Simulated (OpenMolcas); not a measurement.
Computed levels of 5s² 5p³ in ions with 51 electrons, in cm-1 above ⁴S°_3/2.

```json
{"Program": "OpenMolcas", "Method": "RASSCF", "Basis": "ANO-R3", "Scalar Hamiltonian": "X2C, finite nucleus", "Spin-orbit coupling": "state interaction with AMFI integrals over the reference wave functions, term energies averaged over their components"}
```

Active space for each ion: 3 electrons in 9 orbitals (RAS2 5p; RAS3 5d 6s, at most 1 electron).

```tsv
Level	Sb	Te+	Xe3+
²D°_3/2	12479	14504	17483
²D°_5/2	13394	16204	21244
²P°_1/2	21930	26391	33977
²P°_3/2	23198	28813	39756
```

Estimate ²D°_3/2, ²D°_5/2 for I2+ from its neighbours Te+ and Xe3+.

²D°_3/2 is another term, which grows about linearly with the charge: (14504 + 17483) / 2 = 15994. The calculation gives 16090, so the estimate is off by -0.6 %.
²D°_5/2 is another term, which grows about linearly with the charge: (16204 + 21244) / 2 = 18724. The calculation gives 18747, so the estimate is off by -0.1 %.

With the s shell closed, the reference lacks s² → p² mixing. No level of 5s² 5p² 5d was computed, though it lies in the active space (holds for Sb). Only configurations of the active space appear.

° marks odd parity.
